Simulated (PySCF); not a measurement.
## Ionisation energy of O⁺ by level of theory

O⁺ [He] 2s2 2p3 (4S) → O²⁺ [He] 2s2 2p2 (3P), as a difference of total energies. All numbers are calculated (PySCF 2.14, scalar relativity by spin-free X2C-1e, in aug-cc-pVQZ-DK). Correlated levels: valence: 1s2 frozen. The calculations carry no spin-orbit coupling.

```json
{"method": "UHF", "ionisation energy (eV)": "34.565", "plus first-order spin-orbit estimate": "34.538", "error of that sum (eV)": "-0.583"}
{"method": "MP2 (valence)", "ionisation energy (eV)": "35.241", "plus first-order spin-orbit estimate": "35.214", "error of that sum (eV)": "+0.093"}
{"method": "SCS-MP2 (valence)", "ionisation energy (eV)": "34.974", "plus first-order spin-orbit estimate": "34.947", "error of that sum (eV)": "-0.174"}
{"method": "CCSD (valence)", "ionisation energy (eV)": "35.057", "plus first-order spin-orbit estimate": "35.030", "error of that sum (eV)": "-0.091"}
{"method": "CCSD(T) (valence)", "ionisation energy (eV)": "35.069", "plus first-order spin-orbit estimate": "35.042", "error of that sum (eV)": "-0.079"}
```

Reference: 35.121 eV (measured; NIST Atomic Spectra Database, ionization energies).

A first-order spin-orbit estimate (lowest level to lowest level, LS coupling) adds -0.027 eV.

Errors of the correlated levels include the incompleteness of this basis and the frozen core.
